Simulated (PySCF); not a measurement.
**Radial density of As(2+) (arsenic, charge +2)**

PBE, [Ar] 3d10 4s2 4p1, 2P determinant. Computed with PySCF 2.14 in x2c-TZVPall, with the spin-free X2C one-electron Hamiltonian (Gaussian nucleus).

```
r (bohr)  4πr²ρ (e/bohr)  4πr²(ρα − ρβ)
0.000678          0.2389         0.0000
 0.00114          0.5915         0.0000
 0.00192           1.458         0.0000
 0.00323           3.496        -0.0001
 0.00543           7.920        -0.0001
 0.00913           16.38        -0.0001
  0.0154           29.03         0.0002
  0.0258           39.74         0.0023
  0.0435           37.92         0.0113
  0.0731           33.15         0.0317
   0.123           45.92         0.0363
   0.207           37.08        -0.0068
   0.348           25.22         0.0579
   0.585           28.66         0.0425
   0.984           9.011         0.0851
    1.66           2.567         0.5460
    2.78          0.6159         0.2927
    4.68         0.02203         0.0152
    7.88       8.631e-05         0.0001
```

Densities and radii are taken from the X2C orbitals without a picture-change correction, which distorts them close to the nucleus.

Where is the radial spin density 4πr²(ρα − ρβ) most negative, and why is it negative at all?

Around r = 0.207 bohr, down to -0.0068 e/bohr: exchange with the open shell polarises the paired shells in an unrestricted calculation.
